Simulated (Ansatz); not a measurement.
These are frozen-core CCSD(T)/aug-cc-pVDZ // PBE-D3(BJ)/def2-SVPD (Ansatz, a quantum-chemistry and plane-wave program) values and carry that method's errors. The restricted HF reference is unstable towards unrestricted orbitals.

Ansatz 0.2 input:
```yaml
crystal:
  periodic: [false, false, false]
  atoms:
    - { symbol: O, position_ang: [-1.931849, -1.917084, -0.522113] }
    - { symbol: C, position_ang: [-1.000277, -1.222022, -0.032384] }
    - { symbol: C, position_ang: [0.375701, -1.615159, 0.127634] }
    - { symbol: C, position_ang: [1.379303, -0.719615, -0.096905] }
    - { symbol: C, position_ang: [1.121977, 0.738769, -0.098116] }
    - { symbol: O, position_ang: [2.039267, 1.59533, -0.077161] }
    - { symbol: C, position_ang: [-0.293192, 1.139891, 0.110198] }
    - { symbol: C, position_ang: [-1.292791, 0.222621, 0.244208] }
    - { symbol: H, position_ang: [2.451708, -0.97061, 0.024926] }
    - { symbol: H, position_ang: [-0.493364, 2.223521, 0.086923] }
    - { symbol: H, position_ang: [-2.356482, 0.524357, 0.232788] }
basis:
  gaussian: { orbitals: aug-cc-pVDZ }
correlation:
  method: ccsd_t
total_charge: -1
```

Output:

```
Functional definition: HF
2127 factors; integrals over basis functions are off by at most 4.9e-4 eV
mean field evaluation 1: about -10298.4047 eV, gradient 4.3e1 eV
mean field evaluation 2: about -10298.4290 eV, gradient 4.3e1 eV
mean field evaluation 4: about -10303.3284 eV, gradient 7.1e0 eV
mean field evaluation 8: about -10303.5509 eV, gradient 9.5e-1 eV
mean field evaluation 16: about -10303.5801 eV, gradient 9.9e-6 eV
mean field evaluation 32: about -10303.5527 eV, gradient 2.5e0 eV
mean field evaluation 64: about -10301.0070 eV, gradient 5.9e0 eV
mean field -10303.58010928 eV, -378.6495849986 hartree, gradient 9.9e-6 eV, S^2 0.000000; 1 other end points of the search recorded, 0 dependent functions left out; unrestricted orbitals would lower it
8 core orbitals not correlated
reference -10303.58010928 eV, -378.6495849986 hartree; 20, 20 occupied and 183, 183 virtual orbitals, 2127 factors
second order -32.35438420 eV of doubles, -0.00000000 eV of singles
cycle   1  -31.70602851 eV  change    6.5e-1 eV  update   1.9e-1
cycle   2  -32.73761439 eV  change    -1.0e0 eV  update   6.9e-2
cycle   3  -33.06030153 eV  change   -3.2e-1 eV  update   4.0e-2
cycle   4  -33.06746657 eV  change   -7.2e-3 eV  update   1.8e-2
cycle   5  -33.05053537 eV  change    1.7e-2 eV  update   1.2e-2
cycle   6  -33.05761859 eV  change   -7.1e-3 eV  update   8.7e-3
cycle   7  -33.06239517 eV  change   -4.8e-3 eV  update   6.2e-3
cycle   8  -33.06079237 eV  change    1.6e-3 eV  update   4.2e-3
cycle   9  -33.06401073 eV  change   -3.2e-3 eV  update   2.2e-3
cycle  10  -33.06620649 eV  change   -2.2e-3 eV  update   1.1e-3
cycle  11  -33.06458458 eV  change    1.6e-3 eV  update   6.1e-4
cycle  12  -33.06481214 eV  change   -2.3e-4 eV  update   3.2e-4
cycle  13  -33.06504927 eV  change   -2.4e-4 eV  update   1.7e-4
cycle  14  -33.06497626 eV  change    7.3e-5 eV  update   8.0e-5
cycle  15  -33.06515117 eV  change   -1.7e-4 eV  update   4.0e-5
cycle  16  -33.06517857 eV  change   -2.7e-5 eV  update   1.9e-5
perturbative correction -1.69031221 eV, -0.0621178278 hartree
Total energy: -10338.33560006 eV, -379.9268257265 hartree
```

Cost: around 7 core-minutes (rough).
